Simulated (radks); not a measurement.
The numbers below are computed, except where a source is named.
Ionisation of the caesium ion Cs3+, [Kr] 4d10 5s2 5p4, to [Kr] 4d10 5s2 5p3 as the strength of local exchange is varied. Code: a radial shooting solver on a logarithmic mesh with Libxc functionals. Model: Dirac Kohn-Sham, Slater X-alpha exchange (alpha = 2/3 is LDA exchange), no correlation, spin-unpolarised, spherical densities, finite nucleus; open shells are shared between the two j in proportion to 2j + 1; Fermi nuclear charge, rms radius 4.8041 fm.

\begin{tabular}{lrrrrr}
alpha & E(Cs3+) (hartree) & exchange (hartree) & IE (eV) & -e of the level emptied (eV) & <r> of it (bohr) \\ \hline
0.553 & -7745.7382 & -149.0513 & 42.150 & 35.914 (5p3/2) & 1.979 \\
0.64 & -7769.2202 & -172.9813 & 43.570 & 37.270 (5p3/2) & 1.954 \\
0.666 & -7776.2504 & -180.1581 & 43.999 & 37.680 (5p3/2) & 1.946 \\
0.667 & -7776.5210 & -180.4344 & 44.016 & 37.696 (5p3/2) & 1.946 \\
0.741 & -7796.5628 & -200.9257 & 45.248 & 38.875 (5p3/2) & 1.925 \\
1.013 & -7870.6360 & -277.0562 & 49.923 & 43.361 (5p3/2) & 1.853 \\
\end{tabular}

NIST Atomic Spectra Database: 43 +/- 1.7 eV (theoretical). The Delta-SCF value meets it near alpha = 0.61. Spin polarisation and multiplet splitting are left out, so open shells lie too high by an amount that depends on their filling. Sharing an open shell by 2j + 1 raises it above the true ground level by a part of the spin-orbit splitting, which enters the differences from NIST.

Beside tabulated values, note that spin-unpolarised runs miss the spin-polarisation part of the exchange energy of open shells.
